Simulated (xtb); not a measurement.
CH6AlClO2Si, SMILES [OH][Al]([OH])[CH2][SiH2]Cl. All values are semi-empirical tight-binding results from xtb (GFN2-xTB unless named), good for trends rather than for accurate numbers. The structure is a stationary point at GFN2-xTB. The structure was generated by enumeration; whether it is a known compound was not checked. The values are those of a single conformer.

Optimised geometry:

```xyz
12

Si     1.2169    -0.0911     0.6505
Cl     3.1131    -0.1456    -0.0820
C      0.0217     0.0569    -0.8057
Al    -1.8961     0.1017    -0.2368
O     -3.0621     0.2155    -1.3910
O     -2.1714     0.0220     1.3833
H      1.1589     1.0706     1.5385
H      1.0368    -1.3356     1.3995
H      0.1570    -0.7724    -1.5031
H      0.2298     0.9604    -1.3828
H     -3.7079     0.2811    -2.0775
H     -2.4461    -0.0151     2.2869
```
Charge 0, spin multiplicity 1.

For metal compounds this method's bond lengths and energies can be far off.

| Quantity | Result |
|---|---|
| point group as xtb finds it | Cs |
| orbital gap | 4.35 eV |
| zero-point energy | 43.3 kcal/mol |
| G − E(el) at 298.15 K (modified RRHO) | 20.4 kcal/mol |

Computed atomic charges and the Wiberg bond orders between heavy atoms:
charges (e) Si1 0.51, Cl2 -0.28, C3 -0.23, Al4 0.37, O5 -0.47, O6 -0.48, H7 -0.07, H8 -0.07, H9 0.05, H10 0.05, H11 0.31, H12 0.31. Bond orders Si1–Cl2 1.05, Si1–C3 0.90, C3–Al4 0.99, Al4–O5 1.35, Al4–O6 1.34.
